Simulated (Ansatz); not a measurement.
The same path of C$_{2}$H$_{6}$ClFMg (11 atoms, charge 0, multiplicity 1) was run twice with different band settings. Lost on the way: Mg1–C2, H5–F6. Made: C2–H5.

Computed with RKS PBE0-D4/STO-3G in Ansatz 0.2.0.

Relaxed end points:

```xyz
11
Properties=species:S:1:pos:R:3
Mg -0.822 1.134 -0.931
C 0.621 -0.208 -0.683
C 0.611 -0.958 0.676
Cl -1.976 2.504 -2.066
H -0.959 0.550 1.307
F -1.516 1.193 0.812
H 0.585 -0.978 -1.468
H 1.614 0.253 -0.785
H -0.321 -1.524 0.832
H 0.734 -0.274 1.536
H 1.429 -1.690 0.771
```

```xyz
11
Properties=species:S:1:pos:R:3
Mg -1.509 1.418 -0.358
C 1.169 -0.298 -0.384
C 0.105 -0.805 0.612
Cl -3.304 1.207 0.724
H 0.769 0.620 -0.904
F -0.198 1.808 -1.343
H 1.395 -1.076 -1.123
H 2.095 -0.052 0.149
H -0.834 -1.072 0.099
H -0.124 -0.047 1.380
H 0.435 -1.704 1.148
```

Common settings: spring 5.0 eV/Å²; optimiser quadratic models (default); start path through a guess of the saddle point; force threshold 0.03 eV/Å; end points relaxed.

| run | movable images | climbing image | iteration limit |
| --- | --- | --- | --- |
| 1 | 5 | yes | 60 |
| 2 | 8 | no | 58 |

What does each run give, and how far can it be trusted?

Run 1: converged after 17 iterations, highest image 0.154 eV above the first end. A vibrational analysis at the climbing image gives one clearly imaginary mode, 198i cm⁻¹: a first-order saddle point.
Run 2: converged after 34 iterations, highest image 0.082 eV above the first end. No image climbed, so the highest image needn't sit at the top of the path.
The orbitals stay closed-shell, which can raise the energy where a bond breaks towards radicals; this wasn't checked here. Limits of this set-up: minimal basis.
